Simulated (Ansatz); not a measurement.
`C=C([SiH3])OC=S` → `C=C1O[Si]1(C)S`  (isomerisation)

Calculated with Ansatz (gas phase, PBE0-D4/def2-TZVP geometries, no zero-point term in ΔE). CCSD(T)/CBS adds triple-zeta CCSD(T) − MP2 to the extrapolated MP2 energy (def2 sets, frozen cores). Functionals use def2-TZVPP. B3LYP here is the variant with VWN-RPA as its local correlation; programs differ in this. Each species was taken in one conformer, which may not be the lowest.

| level | ΔE (eV) | difference from CCSD(T)/CBS |
| --- | --- | --- |
| PBE-D4 | -2.10 | 0.03 |
| PBE0-D4 | -2.19 | -0.06 |
| B3LYP-D4 | -1.97 | 0.16 |
| ωB97X-V | -2.14 | -0.01 |
| ωB97M-V | -2.17 | -0.04 |
| PBE | -2.09 | 0.04 |
| r2SCAN | -2.20 | -0.07 |
| PBE0 | -2.18 | -0.05 |
| B3LYP | -1.96 | 0.17 |
| HF/def2-TZVPP | -1.86 | 0.27 |
| MP2/def2-TZVPP | -2.20 | -0.07 |
| CCSD/def2-TZVPP | -2.07 | 0.06 |
| CCSD(T)/def2-TZVPP | -2.04 | 0.09 |
| HF/def2-QZVPP | -1.87 | 0.26 |
| MP2/def2-QZVPP | -2.25 | -0.12 |
| CCSD/CBS(def2) | -2.16 | -0.03 |
| CCSD(T)/CBS | -2.13 | 0 |

Largest T1 diagnostic among the species: 0.016.

From PBE to PBE0 (25 % exact exchange), in def2-TZVPP and without D4, ΔE moves by −0.10 eV. In def2-TZVPP, CCSD(T) changes the Hartree–Fock value by −0.18 eV (the triples alone add +0.03 eV) and MP2 by −0.34 eV.
